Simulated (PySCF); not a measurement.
B(OH)(OMe)(nPr), C4H11BO2, SMILES CCCB(O)OC, GFN2-xTB optimised geometry.

```
18

B      1.08    -0.14     0.00
O      2.44    -0.14     0.00
H      2.87    -1.00     0.01
O      0.33    -1.27     0.01
C      0.86    -2.57     0.02
H      1.47    -2.74     0.92
H      0.02    -3.26     0.03
H      1.47    -2.76    -0.87
C      0.33     1.27     0.00
C     -1.15     1.20    -0.38
C     -1.82     2.57    -0.32
H      0.85     1.96    -0.68
H      0.42     1.71     1.00
H     -1.24     0.80    -1.38
H     -1.66     0.51     0.30
H     -1.75     2.98     0.69
H     -2.87     2.50    -0.59
H     -1.33     3.26    -1.00
```

Density from PBE0/def2-SVP in PySCF 2.14.0 at that geometry.

Minimum of the electron density along straight lines between bonded atoms, close to the bond critical point (lines longer than 1.1 times the sum of covalent radii, or with two minima, are not listed):

```tsv
bond	length / Å	ρ at the minimum / e bohr⁻³	∇²ρ there / e bohr⁻⁵	position (fraction from the first atom)
B1–O2	1.357	0.202	1.17	0.33
O2–H3	0.958	0.359	-2.33	0.81
B1–O4	1.359	0.200	1.12	0.33
O4–C5	1.408	0.257	-0.41	0.66
C5–H6	1.096	0.279	-1.04	0.63
C5–H7	1.090	0.284	-1.10	0.64
C5–H8	1.095	0.279	-1.04	0.63
B1–C9	1.597	0.181	-0.26	0.33
C9–C10	1.530	0.240	-0.53	0.50
C10–C11	1.524	0.244	-0.56	0.50
C9–H12	1.092	0.271	-0.95	0.62
C9–H13	1.093	0.268	-0.93	0.62
C10–H14	1.091	0.276	-1.00	0.62
C10–H15	1.091	0.277	-1.01	0.62
C11–H16	1.088	0.275	-1.00	0.62
C11–H17	1.088	0.276	-1.00	0.62
C11–H18	1.088	0.276	-1.00	0.62
```
